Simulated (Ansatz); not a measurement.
# What each rung costs, and what it gives

Saddle point of SiNH6SF, singlet (SiNH₄F ([NH2][SiH2][F]) + H₂S → SiNH₅S ([NH2][SiH2][SH]) + HF; bonds formed: Si1–S7, F2–H6; bonds broken: Si1–F2, H6–S7), PBE0-D4/def2-TZVP structure:

```json
{"atom": "Si1", "x (Å)": "-0.4827", "y (Å)": "0.4694", "z (Å)": "-0.1102"}
{"atom": "F2", "x (Å)": "-0.2724", "y (Å)": "-1.1890", "z (Å)": "-1.0625"}
{"atom": "H3", "x (Å)": "-1.5132", "y (Å)": "0.8174", "z (Å)": "-1.1141"}
{"atom": "H4", "x (Å)": "-0.2158", "y (Å)": "1.7699", "z (Å)": "0.5880"}
{"atom": "N5", "x (Å)": "-0.6776", "y (Å)": "-0.4896", "z (Å)": "1.2737"}
{"atom": "H6", "x (Å)": "0.8237", "y (Å)": "-0.6793", "z (Å)": "-1.4448"}
{"atom": "S7", "x (Å)": "1.5875", "y (Å)": "0.6252", "z (Å)": "-1.3229"}
{"atom": "H8", "x (Å)": "-0.8437", "y (Å)": "-1.4804", "z (Å)": "1.2523"}
{"atom": "H9", "x (Å)": "-0.7032", "y (Å)": "-0.0798", "z (Å)": "2.1904"}
{"atom": "H10", "x (Å)": "2.2974", "y (Å)": "0.2362", "z (Å)": "-0.2499"}
```

Barriers are electronic and count from the start structure reached by relaxing down the imaginary mode.

Computed with Ansatz 0.2.0 (basis: as named in each row); correlated methods freeze the cores. B3LYP uses VWN-RPA correlation. Extrapolation: Hartree–Fock as exp(−7.88 √X), correlation as X^−2.97.

Times are rough, for one single point on 4 threads of a shared host (AMD EPYC 7R43).

The estimate by CCSD(T) at an estimated basis limit (MP2 extrapolated from triple and quadruple zeta, plus CCSD(T) − MP2 in triple zeta) is 42.23 kcal/mol.

| method | basis | time (s) | barrier (kcal/mol) | method less estimate |
| --- | --- | --- | --- | --- |
| HF | STO-3G | under 1 | 60.00 | 17.77 |
| PBE-D4 | STO-3G | under 1 | 4.47 | -37.77 |
| SPW92 | def2-SVP | under 1 | 18.48 | -23.75 |
| B3LYP-D4 | 6-31G | under 1 | 32.90 | -9.33 |
| PBE-D4 | def2-SVP | under 1 | 27.12 | -15.12 |
| PBE0-D4 | def2-SVP | under 1 | 32.30 | -9.93 |
| SPW92 | def2-TZVPP | under 1 | 22.61 | -19.63 |
| PBE-D4 | def2-TZVPP | 1 | 30.63 | -11.60 |
| BLYP-D4 | def2-TZVPP | 1 | 36.82 | -5.41 |
| BHLYP-D4 | def2-TZVPP | 2 | 46.48 | 4.25 |
| B3LYP-D4 | def2-TZVPP | 2 | 40.54 | -1.70 |
| PBE0-D4 | def2-TZVPP | 2 | 35.88 | -6.35 |
| CAM-B3LYP-D4 | def2-TZVPP | 2 | 42.15 | -0.09 |
| CCSD(T) | def2-SVP | 2 | 42.71 | 0.48 |
| r2SCAN-D4 | def2-TZVPP | 2 | 35.20 | -7.04 |
| wB97M-V | def2-SVP | 3 | 35.70 | -6.53 |
| r2SCAN0-D4 | def2-TZVPP | 3 | 38.77 | -3.46 |
| RPA on PBE | def2-TZVPP | 3 | 42.91 | 0.68 |
| B2PLYP | def2-TZVPP | 3 | 42.79 | 0.56 |
| PBE-QIDH | def2-TZVPP | 4 | 40.08 | -2.15 |
| wB97X-V | def2-TZVPP | 4 | 40.92 | -1.32 |
| wB97M-V | def2-TZVPP | 5 | 39.74 | -2.49 |
| B97M-V | def2-TZVPP | 5 | 40.12 | -2.11 |
| MP2 | def2-QZVPP | 12 | 40.52 | -1.71 |
| CCSD(T) | def2-TZVPP | 60 | 43.02 | 0.79 |

All methods are single points on the PBE0-D4 structures.

The T1 diagnostic stays at or below 0.013.

Labels in which every atom is bracketed show which atoms are joined, not bond orders.
